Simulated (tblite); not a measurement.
Species: C₇H₈F (doublet state).
Z-matrix (Å and degrees, GFN2-xTB geometry), rows numbered from 1:
```
C 
C   1  1.5469
C   2  1.4921  1  110.35
C   3  1.3562  2  123.04  1   120.70
C   4  1.4029  3  121.59  2     1.45
C   5  1.4002  4  117.98  3     0.52
F   6  1.3555  5  117.54  4   179.20
C   6  1.3545  5  123.67  4    -0.59
H   1  1.0868  2  110.31  3   177.42
H   1  1.0870  2  109.82  3   -62.65
H   1  1.0869  2  110.18  3    57.17
H   2  1.1039  1  105.80  3  -117.56
H   3  1.0795  2  116.35  1   -57.95
H   4  1.0805  3  119.88  2  -178.83
H   5  1.0762  4  121.97  3  -179.88
H   8  1.0783  2  118.33  1    57.92
```

Computed geometry: GFN2-xTB, gas phase. This method treats the open shell by occupation alone, without spin polarisation.

Masses are those of the commonest isotopes; rigid-rotor values at the optimised geometry. 

What are A, B and C (MHz)?

Ia = 147.56, Ib = 282.89, Ic = 401.67 u·Å²; 505379 MHz·u·Å²/I gives A = 3425, B = 1786, C = 1258 MHz.

Classify the top.

An asymmetric top. Ray's parameter κ = (2B − A − C)/(A − C) = -0.512; −1 is the prolate and +1 the oblate limit.

What does the inertial defect say?

Not planar: Δ = Ic − Ia − Ib = -28.78 u·Å². For a rigid frame Δ = −2 Σ m c², so Σ m c² = 14.39 u·Å² lies off the ab plane: 5.57 from hydrogen and 8.81 from heavier atoms. The atom farthest from that plane is 1.57 Å away.

Give the coordinates in the principal-axis frame, origin at the centre of mass.

The sense of each axis is arbitrary; atoms in the order of the calculation.
| atom | mass (u) | a (Å) | b (Å) | c (Å) |
| --- | --- | --- | --- | --- |
| C1 | 12.000 | -2.264 | 1.117 | -0.548 |
| C2 | 12.000 | -1.310 | 0.415 | 0.447 |
| C3 | 12.000 | -1.330 | -1.061 | 0.232 |
| C4 | 12.000 | -0.223 | -1.777 | -0.088 |
| C5 | 12.000 | 1.036 | -1.169 | -0.209 |
| C6 | 12.000 | 1.124 | 0.210 | 0.021 |
| F7 | 18.998 | 2.347 | 0.785 | -0.083 |
| C8 | 12.000 | 0.063 | 0.987 | 0.343 |
| H9 | 1.008 | -2.284 | 2.187 | -0.361 |
| H10 | 1.008 | -1.925 | 0.945 | -1.567 |
| H11 | 1.008 | -3.271 | 0.723 | -0.443 |
| H12 | 1.008 | -1.710 | 0.634 | 1.452 |
| H13 | 1.008 | -2.290 | -1.546 | 0.323 |
| H14 | 1.008 | -0.299 | -2.842 | -0.250 |
| H15 | 1.008 | 1.917 | -1.730 | -0.465 |
| H16 | 1.008 | 0.190 | 2.045 | 0.509 |

For this open shell read J as N, the rotation without spin; fine and hyperfine splittings come on top. Its GFN2-xTB frequencies are all real (lowest 88 cm⁻¹). These are rigid-rotor constants of the computed structure; measured ground-state constants (B0) also hold zero-point vibration.
